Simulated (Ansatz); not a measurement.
Basis-set series for CH2F3OSi, SMILES `FC(F)(F)O[SiH2]` radical. Total charge 0; spin multiplicity 2. Geometry: relaxed with PBE0-D4/def2-TZVP.

Z-matrix (Å, degrees):
```
C
F 1 1.337
F 1 1.326 2 107.9
F 1 1.341 2 106.9 3 115.9
O 1 1.331 2 111.8 3 -120.9
Si 5 1.681 1 127.8 2 -74.6
H 6 1.488 5 109.4 1 -62.4
H 6 1.483 5 103.0 1 178.0
```

```json
{"functional": "PBE0-D4", "basis": "def2-SVP", "functions": "98", "energy (Eh)": "-702.62279", "HOMO (eV)": "-6.79", "LUMO (eV)": "-2.87"}
{"functional": "PBE0-D4", "basis": "def2-QZVPP", "functions": "415", "energy (Eh)": "-703.25524", "HOMO (eV)": "-6.82", "LUMO (eV)": "-2.89"}
{"functional": "ωB97M-V", "basis": "def2-SVP", "functions": "98", "energy (Eh)": "-703.01313", "HOMO (eV)": "-8.54", "LUMO (eV)": "-1.18"}
{"functional": "ωB97M-V", "basis": "def2-QZVPP", "functions": "415", "energy (Eh)": "-703.65323", "HOMO (eV)": "-8.61", "LUMO (eV)": "-1.31"}
```

Task: Give the rows for def2-TZVPP. (Best estimate.)

Result: Computed: 
| functional | basis | functions | energy (Eh) | HOMO (eV) | LUMO (eV) |
| --- | --- | --- | --- | --- | --- |
| PBE0-D4 | def2-TZVPP | 225 | -703.22435 | -6.81 | -2.86 |
| ωB97M-V | def2-TZVPP | 225 | -703.62429 | -8.58 | -1.24 |

HOMO and LUMO are taken over both spins.
